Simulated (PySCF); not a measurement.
Species: C2H6GeOSi.
Bonds: C1–C2 (triple), C2–Ge3, Ge3–O4, O4–Si5. Hydrogens: H6 on C1; H7, H8 on Ge3; H9, H10, H11 on Si5.

Theory: PySCF 2.14.0, PBE0-D3(BJ)/def2-SVP geometry optimisation, gas phase.

Question: List the bond lengths, angles and torsions at this level.

Answer: 
| bond | length (bohr) |
| --- | --- |
| C1≡C2 | 2.298 |
| C2–Ge3 | 3.594 |
| Ge3–O4 | 3.350 |
| O4–Si5 | 3.137 |
| C1–H6 | 2.033 |
| Ge3–H7, Ge3–H8 | 2.896 |
| Si5–H9, Si5–H10, Si5–H11 | 2.824 |

Bonds in one row agree within 0.02 bohr and their mean is given. A selection of angles:
| angle | degrees |
| --- | --- |
| C2–C1–H6 | 179.9 |
| C1–C2–Ge3 | 179.0 |
| C2–Ge3–O4 | 108.1 |
| C2–Ge3–H7 | 109.4 |
| C2–Ge3–H8 | 110.7 |
| O4–Ge3–H7 | 108.7 |
| O4–Ge3–H8 | 106.3 |
| H7–Ge3–H8 | 113.4 |
| Ge3–O4–Si5 | 135.1 |
| O4–Si5–H9 | 111.3 |
| O4–Si5–H10 | 107.8 |
| H9–Si5–H10 | 109.3 |
| H9–Si5–H11 | 108.3 |

Torsions: C2–Ge3–O4–Si5 40° (synclinal). The mirror-image conformer, all signs reversed, is as good.

Ge3 (germanium bonded to C, O and 2 H) is distorted tetrahedral (angles from 106.3° to 113.4°). Si5 (oxygen-bound silicon) is tetrahedral (angles from 107.8° to 111.3°). O4 (oxygen bonded to Ge and Si) is bent (angle 135.1°).

Point group: C1 (no symmetry element, even within 0.4 Å). Whether it is a minimum is left open (no frequencies). The numbers are those of one conformer.
